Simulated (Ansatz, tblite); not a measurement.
Cost and result up the ladder for [TcS4]- (TcS4⁻) (5 atoms). Total charge -1; singlet. Geometry: PBE0-D4/def2-SVPD.

```xyz
5

Tc    0.000    0.000    0.000
S     1.318   -1.645    0.245
S    -1.832   -0.408    0.990
S    -0.366    0.311   -2.067
S     0.880    1.742    0.832
```

Ansatz on 2 threads of Arm Neoverse N1 on a shared host; xTB runs through tblite on one thread. Times are rough, summed over both states, and most runs start from the orbitals of an earlier one. No level here is sound enough to serve as a yardstick. The other state is a doublet.

In the def2 sets Tc takes a core potential; there is no spin–orbit coupling. The xTB rows come from tblite. HSE06 is defined as in plane-wave codes, on full-range PBE exchange.

Run but left out: HF/def2-SVPD, MP2/def2-SVPD, CCSD/def2-SVPD, CCSD(T)/def2-SVPD (flagged by the program: large difference); LDA (SPW92)/def2-TZVPD (neutral doublet: an occupied level 0.01 eV above an empty one).

Raw xTB energies of ions are shifted by several eV.

| level | functions | vertical IE (eV) | remarks |
| --- | --- | --- | --- |
| GFN2-xTB | 45 | 9.13 | – |
| GFN1-xTB | 45 | 8.80 | – |
| r2SCANh-D4/def2-TZVPD | 224 | 4.12 | restricted SCF unstable in HF (-1 singlet), spin-contaminated (⟨S²⟩ 0.84) (doublet) |
| HSE06-D4/def2-TZVPD | 224 | 4.09 | restricted SCF unstable in HF (-1 singlet), spin-contaminated (⟨S²⟩ 0.85) (doublet) |
| r2SCAN-D4/def2-TZVPD | 224 | 4.10 | restricted SCF unstable in HF (-1 singlet) |

Question: Estimate how long each takes.

Answer: GFN2-xTB 0.021 s; GFN1-xTB 0.025 s; HSE06-D4/def2-TZVPD 2 min; r2SCAN-D4/def2-TZVPD 2.7 min; r2SCANh-D4/def2-TZVPD 3.4 min. On shared hardware such times vary by a factor of up to 3.
